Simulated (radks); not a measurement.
Numerical settings for the nitrogen ion N+, [He] 2s2 2p2. Method: scalar-relativistic Kohn-Sham, PBE, spin-polarised, spherical densities, finite nucleus; open shells are filled with parallel spins first; Fermi nuclear charge, rms radius 2.5582 fm; computed with a radial shooting solver on a logarithmic mesh with Libxc functionals. The defaults (mesh step 0.008 in ln r, mesh end at 40 bohr or more with all orbitals vanishing there, Anderson mixing 0.5 over 9 steps, residual threshold near 1e-9 with the energy settled to 1e-9 hartree or 1e-11 of itself, here a cap of 71 iterations) give E = -54.0201 hartree and 2p at -22.032 eV in 18 iterations. Run on one thread of a shared host, so times are rough (Arm Neoverse N1): 0.11 s of CPU time, 0.11 s wall, 18 iterations on 2189 mesh points. Changes against that run (0 stands for a change within the tolerance of the run):

setting                    iterations         converged  E (mhartree)  e(2p) (meV)  CPU (s)
mesh step in ln r 0.2              71                no     -3.41e+05            -     0.17
mesh step in ln r 0.08             13               yes      -0.00402      -0.0174     0.02
mesh step in ln r 0.005            22               yes             0            0      0.2
mesh end (bohr) 5                  17               yes         +1.37        +78.2      0.1
mesh end (bohr) 1                  16  level above zero     +2.07e+04    +1.58e+05     0.08
residual threshold 0.001            8               yes             0      -0.0188     0.06
residual threshold 1e-13           71                no             0            0     0.35
mixing 1                           16               yes             0            0      0.1
linear mixing, mixing 0.5          71                no             0            0     0.38
linear mixing, mixing 0.8          70                no      diverged            -     0.37
mixing history 3                   25               yes             0            0     0.14
iteration cap 3                     3                no        +0.276         -397     0.02

Settled on a wrong energy, with an occupied level pushed above zero by the early mesh end: mesh end (bohr) 1 (+20.7 hartree). Apart from these: settings that end as converged yet miss the energy by more than 1 mhartree: mesh end (bohr) 5 (+0.00137 hartree). A mesh that ends early acts as a hard wall.
